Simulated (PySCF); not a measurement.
C5H8O, triplet, at a GFN2-xTB geometry (a higher spin typed on purpose: for a closed-shell molecule this is an excited state); DF-PBE0/6-31G* in PySCF.

The PySCF input:
```python
from pyscf import gto, scf, dft

mol = gto.Mole()
mol.atom = '''
    O     0.863189    1.826044   -0.658817
    C     0.394161    0.884222    0.069748
    C     1.135481   -0.479910    0.114715
    C     0.055620   -1.542524   -0.049711
    C    -1.189062   -0.886295    0.537486
    C    -1.111390    0.536018    0.004577
    H     1.910358   -0.514339   -0.652910
    H     1.614324   -0.538693    1.096959
    H     0.327645   -2.471410    0.453209
    H    -0.102845   -1.755736   -1.107763
    H    -1.133346   -0.881928    1.626708
    H    -2.113489   -1.378749    0.235734
    H    -1.449733    0.597031   -1.036691
    H    -1.667289    1.266410    0.594403
'''
mol.basis = '6-31g*'
mol.charge = 0
mol.spin = 2
mol.verbose = 5
mol.build()

mf = dft.UKS(mol)
mf.xc = 'pbe0'
mf = mf.density_fit(auxbasis='def2-universal-jkfit')
mf.kernel()
```

Task: Predict the main parts of the log of this PySCF run.

Result: 
```
PySCF version 2.14.0

[INPUT] verbose = 5
[INPUT] max_memory = 4000
[INPUT] num. atoms = 14
[INPUT] num. electrons = 46
[INPUT] charge = 0
[INPUT] spin (= nelec alpha-beta = 2S) = 2
[INPUT] symmetry False subgroup None
[INPUT] Mole.unit = angstrom
[INPUT] Symbol           X                Y                Z      unit          X                Y                Z       unit  Magmom
[...]
[INPUT] ---------------- BASIS SET ----------------
[INPUT] l, kappa, [nprim/nctr], expnt,             c_1 c_2 ...
[INPUT] O
[...]
                                825.23495         0.0139501
                                188.04696         0.0684451
                                52.9645           0.2327143
                                16.89757          0.470193
                                5.7996353         0.3585209
[...]
                                3.5999336         -0.1480263
                                1.0137618         1.130767
[...]
                                3.5999336         0.3397528
                                1.0137618         0.7271586
[...]
[INPUT] C
[...]
                                457.36951         0.0140373
                                103.94869         0.0688426
                                29.210155         0.2321844
                                9.286663          0.4679413
                                3.163927          0.362312
[...]
                                1.8812885         -0.1608542
                                0.5442493         1.1434564
[...]
                                1.8812885         0.316424
                                0.5442493         0.7443083
[...]
[INPUT] H
[...]
                                2.8253937         0.23472695
                                0.6401217         0.81375733
[...]
nuclear repulsion = 234.812490891836
number of shells = 52
number of NR pGTOs = 194
number of NR cGTOs = 100
basis = 6-31g*
ecp = {}

******** <class 'pyscf.df.df_jk.DFUKS'> ********
method = DFUKS
initial guess = minao
damping factor = 0
level_shift factor = 0
DIIS = <class 'pyscf.scf.diis.CDIIS'>
diis_start_cycle = 1
diis_space = 8
diis_damp = 0
SCF conv_tol = 1e-09
SCF conv_tol_grad = None
SCF max_cycles = 50
direct_scf = False
number electrons alpha = 24  beta = 22
XC library pyscf.dft.libxc version 7.1.2
    S. Lehtola, C. Steigemann, M. J. T. Oliveira, and M. A. L. Marques,  SoftwareX 7, 1–5 (2018)
XC functionals = pbe0
    C. Adamo and V. Barone,  J. Chem. Phys. 110, 6158 (1999)
    M. Ernzerhof and G. E. Scuseria,  J. Chem. Phys. 110, 5029 (1999)
radial grids:
    Treutler-Ahlrichs [JCP 102, 346 (1995); DOI:10.1063/1.469408] (M4) radial grids

becke partition: Becke, JCP 88, 2547 (1988); DOI:10.1063/1.454033
pruning grids: <function nwchem_prune>
grids dens level: 3
symmetrized grids: False
atomic radii adjust function: <function treutler_atomic_radii_adjust>
small_rho_cutoff = 0
Set gradient conv threshold to 3.16228e-05
atom O rad-grids = 75, ang-grids = [ 50  50  50  50  50  50  50  50  50  50  50  50  50  50  50  50  50  50
  50  50  50  50  50  86  86  86  86  86  86  86  86  86 266 266 266 266
 266 266 266 302 302 302 302 302 302 302 302 302 302 302 302 302 302 302
 302 302 302 302 302 266 266 266 266 266 266 266 266 266 266 266 266 266
 266 266 266]
atom C rad-grids = 75, ang-grids = [ 50  50  50  50  50  50  50  50  50  50  50  50  50  50  50  50  50  50
  50  50  50  50  86  86  86  86  86  86  86  86  86  86 266 266 266 266
 266 266 302 302 302 302 302 302 302 302 302 302 302 302 302 302 302 302
 302 302 302 302 266 266 266 266 266 266 266 266 266 266 266 266 266 266
 266 266 266]
atom H rad-grids = 50, ang-grids = [ 50  50  50  50  50  50  50  50  50  50  50  50  50  50  50  86  86  86
  86 266 266 266 266 266 302 302 302 302 302 302 302 302 302 302 302 302
 302 266 266 266 266 266 266 266 266 266 266 266 266 266]
tot_boxes 3120, boxes in each direction [13 14 11]
Padding 0 grids
tot grids = 163136
nelec by numeric integration = [22.9883765 22.9883765]
******** <class 'pyscf.df.df.DF'> ********
auxbasis = def2-universal-jkfit
num shells = 198, num cGTOs = 596
size of aux basis 596
int3c2e [1/1], AO [0:52], nrow = 5050
E1 = -827.1390969111831  E2 = 321.5157592987061  Ecoul = 359.75934211910214  Exc = -38.24358282039604
init E= -270.81084672064
cond(S) = 1794.3627702301371

  alpha mo_energy =
[-19.42842092 -10.3357309  -10.33477503 -10.332766   -10.33230045
 -10.31777606  -1.21534871  -1.05053214  -0.88110706  -0.81751484
  -0.68624824  -0.62440372  -0.56094422  -0.55708587  -0.4825131
  -0.47972151  -0.46388605  -0.45225197  -0.40560966  -0.39656372
  -0.39463543  -0.37395777  -0.31683167  -0.12711472   0.04728247
   0.06761514   0.09782649   0.10531389   0.11806286   0.12967287
   0.13208687   0.14143988   0.15935262   0.17468924   0.19531223
   0.20278549   0.24603482   0.2735389    0.48188575   0.49280455
   0.50441525   0.5254563    0.54205901   0.54691324   0.55485596
   0.59340363   0.61711552   0.63051854   0.63585752   0.68001478
   0.74672937   0.7596701    0.78677324   0.79843748   0.81909299
   0.82975035   0.84779931   0.87250938   0.88477322   0.89322694
   0.89875774   0.92709292   0.9804532    1.00655483   1.08074333
   1.16720193   1.23421424   1.32170992   1.36793178   1.48066171
   1.54814117   1.60025824   1.6300877    1.65121215   1.70237436
   1.71555145   1.74104045   1.75328787   1.8238404    1.88702662
   1.91458681   1.93192206   1.95014324   1.98653992   2.01540441
   2.03939854   2.09847015   2.15851478   2.19258404   2.28592082
   2.3575414    2.38447255   2.40457785   2.47092804   2.489775
   2.56768439   2.6146099    2.61656623   2.8536168    2.85873051]
  beta  mo_energy =
[-19.42842092 -10.3357309  -10.33477503 -10.332766   -10.33230045
 -10.31777606  -1.21534871  -1.05053214  -0.88110706  -0.81751484
  -0.68624824  -0.62440372  -0.56094422  -0.55708587  -0.4825131
  -0.47972151  -0.46388605  -0.45225197  -0.40560966  -0.39656372
[...]
   0.81450609   0.81866751   0.84848968   0.86535072   0.88444267
   0.89764586   0.9198164    0.93665142   0.95186849   0.95937665
   0.96954163   0.99184864   1.03351134   1.06730422   1.1411181
   1.22837519   1.30629574   1.3863321    1.43612229   1.54562705
   1.62046317   1.66727763   1.69599668   1.71989864   1.76820655
   1.78032743   1.82471163   1.83182706   1.90008015   1.96672138
   1.99506893   2.00500993   2.03424983   2.06568252   2.09481798
   2.11683065   2.1796057    2.24155577   2.26481348   2.37173467
   2.4410781    2.46205912   2.48865124   2.55967383   2.57344914
   2.64762215   2.69566086   2.70735687   2.93611888   2.94337896]
  beta  mo_energy =
[-1.92470726e+01 -1.02530978e+01 -1.02395214e+01 -1.02387451e+01
 -1.02308023e+01 -1.02305273e+01 -1.02706092e+00 -8.58241022e-01
 -7.42142142e-01 -6.91506341e-01 -5.98545184e-01 -5.33534125e-01
 -5.00715059e-01 -4.83587771e-01 -4.39288516e-01 -4.09993216e-01
 -3.89916151e-01 -3.76081752e-01 -3.60206333e-01 -3.59028431e-01
 -3.45963439e-01 -3.26382644e-01 -1.32072601e-01  1.54153855e-02
  9.88577886e-02  1.25514025e-01  1.55895407e-01  1.69840683e-01
  1.79227669e-01  1.81786265e-01  1.95177369e-01  2.10111280e-01
  2.16042492e-01  2.33731722e-01  2.69729330e-01  2.82500270e-01
  3.31908456e-01  3.56397408e-01  5.45292748e-01  5.53073074e-01
  5.71839097e-01  5.98407161e-01  6.11087197e-01  6.27743887e-01
  6.46887135e-01  6.79712699e-01  6.97598295e-01  7.09470416e-01
  7.15936436e-01  7.52653500e-01  8.23840514e-01  8.27925222e-01
  8.61983399e-01  8.69420670e-01  8.88715031e-01  9.01979871e-01
  9.30473410e-01  9.43188915e-01  9.58973654e-01  9.68352761e-01
  9.71263816e-01  1.01566375e+00  1.07658502e+00  1.09193888e+00
  1.15056919e+00  1.25095446e+00  1.32159968e+00  1.39689829e+00
  1.45378873e+00  1.55664241e+00  1.63317948e+00  1.68585243e+00
  1.71554087e+00  1.75020503e+00  1.79712994e+00  1.82325542e+00
  1.83691825e+00  1.85595418e+00  1.92490977e+00  1.98327722e+00
  2.00356959e+00  2.02050780e+00  2.04292271e+00  2.08377409e+00
  2.10455638e+00  2.13848732e+00  2.19257885e+00  2.24960683e+00
  2.29113028e+00  2.37983578e+00  2.45359346e+00  2.48075993e+00
  2.50059081e+00  2.56850372e+00  2.59052907e+00  2.66476117e+00
  2.71607665e+00  2.71946135e+00  2.95506665e+00  2.96749464e+00]
multiplicity <S^2> = 2.0056543  2S+1 = 3.0037672
nelec by numeric integration = [24.00003274 22.00002916]
E1 = -830.4451644906347  E2 = 325.4980685363457  Ecoul = 363.92236036735443  Exc = -38.42429183100869
cycle= 14 E= -270.134605062453  delta_E= -9.36e-10  |g|= 7.62e-06  |ddm|= 7.09e-05
  alpha mo_energy =
[-19.27485445 -10.26582323 -10.24226606 -10.24132813 -10.23102763
 -10.23061942  -1.09006394  -0.86826246  -0.75013824  -0.71045458
  -0.60609423  -0.55819056  -0.51313038  -0.50273624  -0.45682866
  -0.44367406  -0.4330982   -0.41229574  -0.36941135  -0.36460795
  -0.35949504  -0.34816366  -0.3088971   -0.15303802   0.09619411
   0.11759379   0.15238671   0.16543207   0.17633668   0.17792075
   0.18663973   0.20129755   0.21069791   0.22352738   0.26228047
   0.26873697   0.31339521   0.33688522   0.53786814   0.54957456
   0.55537847   0.58427184   0.59459697   0.61294861   0.62714226
   0.67070752   0.68395486   0.69148611   0.70108637   0.74048523
   0.81450737   0.81866894   0.84849058   0.86535218   0.88444418
   0.89764721   0.91981757   0.93665271   0.95186965   0.95937759
   0.9695428    0.99184984   1.03351129   1.06730565   1.1411194
   1.22837643   1.3062973    1.38633361   1.43612379   1.54562834
   1.62046478   1.66727904   1.69599784   1.71989954   1.76820777
   1.78032844   1.82471287   1.83182952   1.90008187   1.96672289
   1.995071     2.00501156   2.03425187   2.0656845    2.09482004
   2.11683224   2.17960748   2.24155756   2.26481496   2.37173686
   2.44108004   2.46206093   2.48865332   2.5596759    2.57345083
   2.64762384   2.69566234   2.70735917   2.93612022   2.94337944]
  beta  mo_energy =
[-1.92470697e+01 -1.02530989e+01 -1.02395163e+01 -1.02387427e+01
 -1.02307975e+01 -1.02305227e+01 -1.02705994e+00 -8.58238385e-01
 -7.42140111e-01 -6.91504673e-01 -5.98543678e-01 -5.33532877e-01
 -5.00713384e-01 -4.83586374e-01 -4.39286861e-01 -4.09991708e-01
 -3.89914585e-01 -3.76080789e-01 -3.60204235e-01 -3.59026234e-01
 -3.45961834e-01 -3.26381629e-01 -1.32071384e-01  1.54156724e-02
  9.88586486e-02  1.25515153e-01  1.55896171e-01  1.69841567e-01
  1.79228671e-01  1.81787190e-01  1.95178527e-01  2.10112616e-01
  2.16043672e-01  2.33732711e-01  2.69730803e-01  2.82501534e-01
  3.31909406e-01  3.56398310e-01  5.45294244e-01  5.53074593e-01
  5.71840384e-01  5.98408474e-01  6.11088571e-01  6.27745465e-01
  6.46887718e-01  6.79715184e-01  6.97599551e-01  7.09471620e-01
  7.15937096e-01  7.52654828e-01  8.23841733e-01  8.27926585e-01
  8.61984561e-01  8.69422146e-01  8.88716569e-01  9.01981369e-01
  9.30474645e-01  9.43190060e-01  9.58974793e-01  9.68353581e-01
  9.71264929e-01  1.01566448e+00  1.07658641e+00  1.09193997e+00
  1.15057038e+00  1.25095536e+00  1.32160127e+00  1.39689992e+00
  1.45379020e+00  1.55664369e+00  1.63318124e+00  1.68585387e+00
  1.71554227e+00  1.75020622e+00  1.79713116e+00  1.82325674e+00
  1.83692054e+00  1.85595538e+00  1.92491111e+00  1.98327896e+00
  2.00357185e+00  2.02050931e+00  2.04292493e+00  2.08377583e+00
  2.10455839e+00  2.13848894e+00  2.19258061e+00  2.24960870e+00
  2.29113163e+00  2.37983811e+00  2.45359553e+00  2.48076155e+00
  2.50059285e+00  2.56850577e+00  2.59053081e+00  2.66476271e+00
  2.71607891e+00  2.71946256e+00  2.95506789e+00  2.96749501e+00]
multiplicity <S^2> = 2.0056543  2S+1 = 3.0037672
nelec by numeric integration = [24.00003274 22.00002916]
E1 = -830.4450659517988  E2 = 325.49796999735537  Ecoul = 363.9222548754173  Exc = -38.42428487806192
Extra cycle  E= -270.134605062607  delta_E= -1.54e-10  |g|= 7.04e-06  |ddm|= 2.3e-05
converged SCF energy = -270.134605062607  <S^2> = 2.0056543  2S+1 = 3.0037672
```
